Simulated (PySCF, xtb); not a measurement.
Se(F)4 anion (F4Se), SMILES F[Se](F)(F)F (connectivity only; charge and spin as stated), charge -1, multiplicity 2.

Harmonic wavenumbers (cm⁻¹) from GFN2-xTB in xtb at its own minimum, in rising order: 84, 85, 102, 184, 222, 356, 356, 393, 438.

Q: What does PBE0-D3(BJ)/def2-SVPD in PySCF give at its own minimum? (An estimate is asked for; the answer gives what the named calculation found.)

A: 114, 186, 186, 233, 246, 445, 482, 482, 533. Paired by order, the mean absolute difference is 76 cm⁻¹ and the zero-point energies are 3.2 and 4.2 kcal/mol.
